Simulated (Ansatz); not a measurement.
`ClB[TeH]` + PH₃ → `P[TeH]` + `BCl` at 298.15 K and 1 bar (ligand exchange at a Te–B bond).

Isolated molecules relaxed with PBE0-D4/def2-TZVP in Ansatz; ΔE leaves out vibrations. CBS: MP2 limit from def2 TZ/QZ plus the TZ coupled-cluster correction, frozen cores. This one scheme is used for every species. def2 core potentials past Kr. For Te outer-core shells are correlated without core-valence functions, which leaves a few kJ/mol of doubt a bond.

```csv
species,CCSD(T)/CBS energy (Eh),H − E (kJ/mol),S (J/(mol·K))
`ClB[TeH]`,-753.54186,68.6,302.8
PH₃,-342.72256,73.1,210.2
`P[TeH]`,-610.46278,77.5,290.3
`BCl`,-485.78909,65.8,234.3
```

H − E and S are ideal-gas, rigid-rotor, harmonic terms from PBE0-D4/def2-TZVP. 1 Eh = 2625.50 kJ/mol, R = 8.31446 J/(mol·K).

Task: By hand: ΔE, ΔH, ΔS and ΔG.

Result: ΔE = (-610.46278) + (-485.78909) − (-753.54186) − (-342.72256) = 0.01255 Eh = 33.0 kJ/mol. Δ(H − E) = 77.5 + 65.8 − 68.6 − 73.1 = 1.6, so ΔH = 34.6 kJ/mol. ΔS = 290.3 + 234.3 − 302.8 − 210.2 = 11.6 J/(mol·K). ΔG = 34.6 − 298.15 × (11.6)/1000 = 31.1 kJ/mol.

Task: By hand: the equilibrium constant, and the temperature at which ΔG would vanish if ΔH and ΔS stayed fixed.

Result: log₁₀ K = −ΔG/(RT ln 10) = -5.4. ΔG = 0 at ΔH/ΔS = 2983 K, far beyond where these terms or the molecules hold.

The number of gas molecules stays the same, so ΔS is small and ΔH decides. A doubt of 5 kJ/mol in ΔE shifts log₁₀ K by 0.9 here. These are equilibria of isolated gas molecules and say nothing of rates. Largest T1 diagnostic: 0.014 (customary marks: 0.02 for closed shells, 0.045 for open ones).
